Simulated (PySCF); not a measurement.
Excitations are Tamm–Dancoff values on a coarser integration grid. The basis has no diffuse functions, so Rydberg states are missing or too high.

Cartesian coordinates (Å):
```xyz
5

O     -0.9660     0.9329    -0.4199
C     -0.5611    -0.0796     0.0665
S      1.1342    -0.5537     0.2225
H     -1.2207    -0.8603     0.4879
H      1.6136     0.5607    -0.3569
```
Charge 0, spin multiplicity 1.

Predict the LUMO, S1–T1 gap (TDA) and HOMO from TPSSh-D3(BJ)/def2-TZVP // PBE0-D3(BJ)/def2-TZVP run with PySCF 2.14.0.


```
Quantity            Value
---------------  --------
LUMO             -1.53 eV
S1–T1 gap (TDA)   0.61 eV
HOMO             -7.16 eV
```
